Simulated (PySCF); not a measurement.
H4HfI2N2, SMILES [I][Hf]([I])([NH2])[NH2], multiplicity 1.

The structure is a stationary point at B3LYP-D3(BJ)/def2-SVP. The multiplicity is an assumed one; other spin states were not compared. The def2 effective core potentials stand for the cores of Hf, I; spin–orbit coupling is left out. One conformer was computed; it need not be the lowest.

These are PBE/def2-TZVP (PySCF) values and carry that method's errors.

Gas-phase values at a fixed geometry.

Computed frontier levels, gap, dipole moment and polarisability:
- highest occupied level = -6.13 eV
- lowest empty level = -2.24 eV
- orbital gap = 3.90 eV
- dipole moment = 3.36 D
- quadrupole, principal values (traceless, Buckingham form, about the centre of nuclear charge) = -12.44, 3.33, 9.11 D·Å
- mean static polarisability = 130.4 bohr³ (19.33 Å³)
- polarisability, principal values = 108.2, 124.6, 158.5 bohr³
